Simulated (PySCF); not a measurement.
C3H7O2 (SMILES COC[CH]O), doublet, geometry from GFN2-xTB, atoms displaced at random by about 0.08 Å a coordinate; B3LYP/6-31G, gradient (PySCF).

PySCF was given this input:
```python
from pyscf import gto, scf, dft

mol = gto.Mole()
mol.atom = '''
    C     1.84435263    1.09413012    0.19081355
    O     0.61306880    0.63688101    0.33595657
    C     0.18317103   -0.36865083   -0.82649179
    C    -1.39826706   -0.70988865   -0.47077640
    O    -1.88681816   -0.42831749    0.70124234
    H     2.12959130    1.35686091   -0.78877837
    H     2.15276430    1.54780521    0.99111657
    H     2.44473936   -0.11799592    0.40195214
    H     0.74127595   -1.40466800   -0.57827642
    H     0.25830029    0.16130529   -1.66651711
    H    -1.75058207   -1.19320137   -1.16544039
    H    -1.15258002   -0.02435631    1.08654168
'''
mol.basis = '6-31g'
mol.spin = 1
mol.verbose = 3
mol.build()

mf = dft.UKS(mol)
mf.xc = 'b3lyp'
mf.grids.level = 1
mf.kernel()
g = mf.nuc_grad_method()
g.grid_response = True
grad = g.kernel()
```

Output, abridged:

```
converged SCF energy = -268.65971492469  <S^2> = 0.75335855  2S+1 = 2.0033557
--------------- UKS gradients ---------------
         x                y                z
0 C    -0.0635255378     0.1516536187     0.0465867190
1 O     0.1252401314     0.0356502398     0.0304426756
2 C     0.0449089856     0.0605188669    -0.1573183969
3 C    -0.1599999054    -0.0953450634    -0.0264549913
4 O     0.0580059756     0.0171215241    -0.0266983805
5 H    -0.0113438259    -0.0214426887     0.0209900795
6 H    -0.0345320332    -0.0722533733    -0.0829917667
7 H    -0.0039899432    -0.0601482705     0.0172574164
8 H     0.0063000043    -0.0498109806     0.0240726022
9 H    -0.0160270256    -0.0289461419     0.0776851292
10 H     0.0982313203     0.1037588440     0.1305626097
11 H    -0.0432681460    -0.0407565750    -0.0541336961
----------------------------------------------
```
